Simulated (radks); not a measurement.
Values are calculated unless marked as measured or tabulated.
Species: Ca. Configuration: [Ar] 4s2 (the NIST ground configuration).

Level of theory: scalar-relativistic Kohn-Sham, PBEsol, spin-polarised, spherical densities, point nucleus (a radial shooting solver on a logarithmic mesh with Libxc functionals).

Energy parts (Ry):
part                       energy
total                 -1358.93664
kinetic                1367.96819
electron-nucleus      -3229.32189
Hartree                 572.61715
exchange-correlation    -70.20009

Orbitals (lengths in bohr, moments of r in powers of bohr; r(90%) holds 90 % of the orbital's charge):
[
 {"orbital": "1s", "occ.": "2", "eigenvalue (Ry)": "-289.8824", "r(90%)": "0.137"},
 {"orbital": "2s", "occ.": "2", "eigenvalue (Ry)": "-30.41099", "r(90%)": "0.568"},
 {"orbital": "2p", "occ.": "6", "eigenvalue (Ry)": "-24.58314", "r(90%)": "0.541"},
 {"orbital": "3s", "occ.": "2", "eigenvalue (Ry)": "-3.45135", "r(90%)": "1.74"},
 {"orbital": "3p", "occ.": "6", "eigenvalue (Ry)": "-2.05425", "r(90%)": "1.97"},
 {"orbital": "4s", "occ.": "2", "eigenvalue (Ry)": "-0.27671", "r(90%)": "6.00"}
]

The highest occupied level is 4s at -3.765 eV. The density falls to 0.001 e/bohr^3 at r = 5.09 bohr. For comparison, the ionisation energy in NIST's Atomic Spectra Database is 6.113 eV (measured). In exact Kohn-Sham theory the highest level is minus the ionisation energy, but local and semilocal functionals leave it too shallow, through self-interaction and a potential that decays too fast; potentials with the right tail come closer. Summed over all electrons, <r^2> = 52.58 bohr^2, which gives a Langevin (diamagnetic) susceptibility term of -41.6 x 10^-6 cm^3/mol.
